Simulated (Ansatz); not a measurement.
Q: Name a neutral molecule of Al, C, F, O and H with HOMO energy (PBE/def2-TZVPP) between -7.60 and -7.30 eV and HOMO energy (PBE0/def2-TZVPP) between -9.00 and -8.70 eV (Ansatz, PBE0-D4/def2-TZVP geometry).

A: `[OH][Al-]1([F])[O]C(C(F)(F)F)=CC(C(F)(F)F)=[O+]1` (-7.44 eV, -8.97 eV). Other molecules can fit too; these were computed, each in one conformer that needn't be the lowest.
